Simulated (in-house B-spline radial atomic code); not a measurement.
Mg⁺. Computed with a B-spline radial atomic code. Model: all-electron spherical atom, spin shells full or empty, radial basis limit, no spin-orbit coupling: exact exchange with a local potential (Slater, KLI or optimised effective potential, whose far tail is KLI's), no correlation.

Empty minority-spin level lies below the highest occupied level: each spin potential is zero at infinity, spin occupations fixed.

The run also made RPA and GW results, which its time includes.

The Slater potential averages the orbital exchange potentials with the orbital densities as weights, KLI adds orbital constants, and the optimised effective potential minimises the exact-exchange energy among local potentials. So their energies lie above Hartree-Fock in the order OEP, KLI, Slater. All fall off as −1/r, unlike LDA and GGA exchange.

Command:
```bash
python run_gw.py task.json out
```
Settings (lengths in bohr, energies in hartree):
```
Z                      12
electrons              11
configuration          [Ne] 3s1
hamiltonian            nr
method                 kli
lmax                   9
spin_polarised         True
box_radius             23.78
intervals              69
ion_configuration      [He] 2s2 2p6
```

Time taken, with all properties: 5.5 s on 1 thread of Arm Neoverse N1, with other jobs on the host.

Given: hamiltonian non-relativistic; mean-field start exchange-only KLI.

Computed: energy above Hartree-Fock 3.2539 millihartree; virial ratio -E/T less 1 0.000943.

```
radius (bohr)  r times exchange potential up (hartree bohr)  r times exchange potential down (hartree bohr)
      0.00417                                      -0.03883                                       -0.040258
      0.00509                                      -0.04735                                       -0.049093
      0.00623                                     -0.057871                                       -0.060005
      0.00761                                             ?                                               ?
      0.00931                                     -0.086043                                       -0.089233
       0.0114                                       -0.1049                                         -0.1088
       0.0139                                      -0.12711                                        -0.13188
        0.017                                      -0.15405                                        -0.15989
       0.0208                                      -0.18607                                        -0.19323
       0.0254                                      -0.22318                                        -0.23193
       0.0311                                      -0.26638                                        -0.27712
        0.038                                      -0.31434                                        -0.32751
       0.0464                                      -0.36608                                        -0.38223
       0.0568                                      -0.42006                                        -0.43995
       0.0694                                      -0.47123                                        -0.49572
       0.0849                                      -0.51487                                        -0.54509
        0.104                                      -0.54384                                        -0.58126
        0.127                                      -0.55069                                          -0.597
        0.155                                      -0.53287                                        -0.59026
         0.19                                      -0.50138                                        -0.57272
        0.232                                      -0.50218                                        -0.58933
        0.283                                       -0.5789                                        -0.68375
        0.346                                      -0.71031                                        -0.83717
        0.423                                      -0.84669                                         -1.0018
        0.518                                      -0.95938                                         -1.1509
        0.633                                       -1.0249                                          -1.262
        0.774                                       -1.0272                                         -1.3216
        0.946                                      -0.95974                                         -1.3258
         1.16                                       -0.8274                                         -1.2853
         1.41                                      -0.68092                                         -1.2241
         1.73                                      -0.64605                                         -1.1572
         2.11                                      -0.75442                                         -1.1027
         2.58                                      -0.86457                                          -1.063
         3.16                                      -0.93709                                         -1.0377
         3.86                                       -0.9764                                         -1.0232
         4.72                                             ?                                               ?
         5.77                                      -0.99878                                           -1.01
```

Q: What belongs in the row 0.00761?

A: r times exchange potential up (hartree bohr): -0.070549; r times exchange potential down (hartree bohr): -0.073155.

Q: What belongs in the row 4.72?

A: r times exchange potential up (hartree bohr): -0.99347; r times exchange potential down (hartree bohr): -1.015.

```csv
occupied,level (hartree),Hartree-Fock level (hartree)
1s up,-46.66,-49.36
1s down,-47.022,-49.352
2s up,-3.4464,-4.0944
2s down,-3.8213,-4.0768
2p up,?,?
2p down,-2.5961,-2.5998
3s up,-0.54131,-0.54161
```

Q: What belongs in the row 2p up?

A: level (hartree): -2.2227; Hartree-Fock level (hartree): -2.606.

```
  empty  level (hartree)
3s down         -0.67733
3p down                ?
  3p up         -0.38532
3d down         -0.25932
4s down         -0.25923
  4s up         -0.23259
  3d up         -0.22457
4p down         -0.20571
```

Q: What belongs in the row 3p down?

A: level (hartree): -0.47355.

The highest level, 3s up, differs from Hartree-Fock by +0.0079 eV and the deepest, 1s down, by +63.4 eV: a local potential can match the highest level but can't give each shell its own exchange.
